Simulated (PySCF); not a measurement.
C6H9BO2.
Cartesian coordinates in Å at the PBE0-D3(BJ)/def2-SVP level; atoms count from 1:
```
atom  x, y, z in Å
C1     3.807    0.590    0.609
C2     2.691    0.235    0.282
B3     1.280   -0.215   -0.141
O4     0.957   -1.532   -0.034
C5    -0.333   -1.970   -0.403
C6    -1.360   -0.865   -0.258
C7    -0.903    0.378   -1.005
C8    -1.794    1.580   -0.791
O9     0.415    0.726   -0.604
H10    4.793    0.905    0.897
H11   -0.587   -2.834    0.231
H12   -0.302   -2.330   -1.447
H13   -1.491   -0.614    0.809
H14   -2.337   -1.202   -0.638
H15   -0.869    0.146   -2.088
H16   -1.844    1.833    0.280
H17   -1.391    2.451   -1.328
H18   -2.813    1.382   -1.156
```

All values: CAM-B3LYP/def2-SVPD (PySCF, non-relativistic), on one gas-phase PBE0-D3(BJ)/def2-SVP geometry that isn't relaxed in the solvent. The solvent is an IEF-PCM continuum (cavity from Bondi-type radii × 1.2), and excitations are vertical TDDFT with non-equilibrium linear response and a frozen core. Only the electrostatic response of the medium enters.

```tsv
run	E − E(gas) (kJ/mol)	HOMO (eV)	HOMO–LUMO gap (eV)	dipole (D)	lowest singlet (eV)	static polarisability (au)
gas	0.00	-9.28	10.00	2.87	5.58	87.9
P	-12.74	-9.43	10.09	3.23	5.64	98.6
Q	-28.36	-9.61	10.16	3.67	5.73	113.2
```

**Question.** The runs were made in acetone and benzene. Which run belongs to which solvent?

**Answer.** P = benzene, Q = acetone. The dielectric constants are 2.271 (benzene), 20.49 (acetone), and the energy falls further as ε rises. The optical constants n² used for the excitations are 2.25, 1.85 in the same order. In this model the ground state sees the solvent through ε alone.

**Question.** How constant is the ratio of the lowering to (ε − 1)/(2ε + 1)?

**Answer.** 
```csv
solvent,(ε − 1)/(2ε + 1),E − E(gas) (kJ/mol),ratio (kJ/mol),polarisation term (kJ/mol)
benzene,0.229,-12.74,-55.6,-13.77
acetone,0.464,-28.36,-61.1,-33.74
```

The ratio changes by +9.9 % in size from benzene to acetone. The polarisation term is half the interaction of the solute with the induced surface charges.
